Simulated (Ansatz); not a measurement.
Task: Predict a relaxed structure of Hf₄ (the lowest singlet isomer of a short search), charge 0, singlet, at PBE-D4/def2-SVP (Ansatz).

Result: 
```xyz
4

Hf    1.0825    0.7627   -1.0770
Hf    0.6718   -0.0111    1.5691
Hf   -0.2760   -1.6047   -0.5121
Hf   -1.4783    0.8531    0.0200
```
Point group Td (tolerance 0.1 Å). This is one stationary point.

In the def2 sets Hf takes a core potential; there is no spin–orbit coupling. The restricted singlet is unstable towards broken spin symmetry at other levels; at PBE-D4/def2-SVP this wasn't settled. The relaxation made no stability test and no search for a lower SCF solution. At PBE0-D4/def2-TZVP a quintet of charge 0 lies 0.33 eV below the restricted singlet, each at its own geometry. That quintet is doubtful there (⟨S²⟩ 6.40, where a pure state has 6.00). The structure comes from a short search, and lower isomers may exist.
